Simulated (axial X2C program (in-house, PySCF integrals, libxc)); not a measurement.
Bond lengths and stretching modes, held linear, of GaNC

Calculated with an axial X2C code built on PySCF integrals: two-component X2C with atomic mean-field Coulomb and Gaunt terms, Gaussian nuclei, basis Ga dyall-v3z, N dyall-av3z, C dyall-v3z with contracted cores. Spin-free rows use the one-electron spin-free X2C Hamiltonian.

Masses Ga 68.926, N 14.003, C 12.000 u. States: 2c Ω = 0 (all partner blocks equally filled); spin-free M_S = 0, Λ = 0 (closed shell).

PBE, spin-free: energies above the lowest point

```tsv
r(Ga–N) (Å)	r(N–C) (Å)	E (meV)
1.8964	1.1466	116.98
1.8964	1.1760	33.65
1.8964	1.2054	40.43
1.9450	1.1466	84.45
1.9450	1.1760	2.08
1.9450	1.2054	9.79
1.9450	1.2348	91.63
1.9936	1.1466	81.52
1.9936	1.1760	0.00
1.9936	1.2054	8.56
2.0423	1.1760	21.51
2.0423	1.2348	114.26
```

Question: Fit a quadratic surface with cubic terms in each bond: where is the minimum, and what are the two stretching wavenumbers?

Answer: At PBE, spin-free: bonds 1.972 and 1.188 Å; harmonic stretches 395.3 and 2039.2 cm⁻¹; force constants 1.77, 15.5 and coupling 0.09 mdyn/Å.

The other levels and Hamiltonians give:

```
Hamiltonian  level  r(Ga–N) (Å)  r(N–C) (Å)  lower stretch (cm⁻¹)  upper stretch (cm⁻¹)
         2c   PBE0        1.948       1.175                 414.3                2131.3
         2c     HF        1.938       1.157                 429.5                2275.8
         2c    PBE        1.972       1.188                 395.0                2039.3
         2c    MP2        1.950       1.190                 412.5                2032.8
  spin-free   PBE0        1.948       1.175                 414.5                2131.2
  spin-free     HF        1.938       1.157                 429.7                2275.7
  spin-free    MP2        1.950       1.190                 412.7                2032.6
```

Each state is one determinant, the lowest of a limited PBE0 search; the stretches come from a fit to these few points and carry an uncertainty of a few per cent. Other orders of the atoms were not compared. MP2 freezes inner shells (threshold -2 hartree). The molecule was held linear; bending was not examined, so a bent shape may lie lower.
